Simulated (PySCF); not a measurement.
C6H6O, SMILES C#C[C@@H]1CC=CO1. Geometry: PBE-D3(BJ)/def2-SVP. The structure was generated by enumeration; whether it is a known compound was not checked. Other conformers were not sampled.

Computed equilibrium geometry at PBE-D3(BJ)/def2-SVP (PySCF confirms it by a frequency run) as Cartesian coordinates in Å (one conformer of several):
```xyz
13

C      2.6097    -0.2404     0.8267
C      1.5875     0.0762     0.2367
C      0.3668     0.4900    -0.4574
C     -0.7171     1.0949     0.4953
C     -1.7737     0.0153     0.4751
C     -1.4271    -0.9044    -0.4451
O     -0.2495    -0.6742    -1.0987
H      3.5126    -0.5314     1.3452
H      0.6361     1.1906    -1.2758
H     -1.0983     2.0665     0.1105
H     -0.2966     1.2860     1.5039
H     -2.6846     0.0073     1.0843
H     -1.9509    -1.8152    -0.7666
```
Charge 0, spin multiplicity 1.
